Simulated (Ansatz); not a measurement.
Isomers of C$_{2}$H$_{6}$ClNSi, relaxed with PBE0-D4/def2-TZVP in Ansatz; electronic energies, one conformer each and not always the lowest. Functionals use def2-TZVPP; CBS adds triple-zeta CCSD(T) − MP2 to the MP2 limit of def2-TZVPP and def2-QZVPP.

Q: Order them by energy at frozen-core CCSD(T)/CBS, lowest first. (Estimate.)
A. `C/C(Cl)=N\[SiH3]`
B. `C/C=N\[SiH2]Cl`
C. `C=N[SiH](C)Cl`
D. `CN(C)[Si]Cl`
E. `C[Si]1(Cl)CN1`

A: C (0.0 kJ/mol), B (34.9 kJ/mol), D (60.8 kJ/mol), E (65.7 kJ/mol), A (169.7 kJ/mol).

Q: How do PBE0-D4, B3LYP, PBE-D4, r2SCAN-D4 place them (kJ/mol, against `C=N[SiH](C)Cl`)? (An estimate is asked.)

A: Ansatz gave: 
| isomer | PBE0-D4 | B3LYP | PBE-D4 | r2SCAN-D4 |
| --- | --- | --- | --- | --- |
| `C/C=N\[SiH2]Cl` | 29.4 | 27.8 | 27.4 | 30.9 |
| `C[Si]1(Cl)CN1` | 50.1 | 74.2 | 52.1 | 56.3 |
| `C/C(Cl)=N\[SiH3]` | 158.9 | 157.5 | 149.0 | 158.1 |
| `CN(C)[Si]Cl` | 50.3 | 58.8 | 43.5 | 65.4 |

B3LYP here is the variant with VWN-RPA as its local correlation; programs differ in this.
